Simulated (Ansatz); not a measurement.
`N=C=C(F)[SeH]` + SiH₄ → `N=C=C(F)[SiH3]` + H₂Se  (formal exchange of groups at a C–Se bond)

Program: Ansatz. Geometries: PBE0-D4/def2-TZVP. ΔE: electronic, gas phase. CCSD(T)/CBS adds triple-zeta CCSD(T) − MP2 to the extrapolated MP2 energy (def2 sets, frozen cores). This one scheme is used for every species. Functionals use def2-TZVPP. For Se outer-core shells are correlated without core-valence functions, which leaves a few kJ/mol of doubt a bond. Scalar relativity is left out up to krypton. One conformer a species, not always the lowest.

CCSD(T)/CBS gives -49.8 kJ/mol.

Problem. Another level gave -49.0 kJ/mol. Which?
A. HF/def2-TZVPP
B. PBE0-D4/def2-TZVPP
C. ωB97M-V/def2-TZVPP
D. PBE/def2-TZVPP

Solution. C. ωB97M-V -49.0, PBE0-D4 -44.8, PBE -39.7, HF/def2-TZVPP -56.5 kJ/mol.

Largest T1 diagnostic among the species: 0.015.

From PBE to PBE0 (25 % exact exchange), in def2-TZVPP and without D4, ΔE moves by −5.5 kJ/mol. In def2-TZVPP, CCSD(T) changes the Hartree–Fock value by +10.7 kJ/mol (the triples alone add +2.5 kJ/mol) and MP2 by +13.5 kJ/mol.
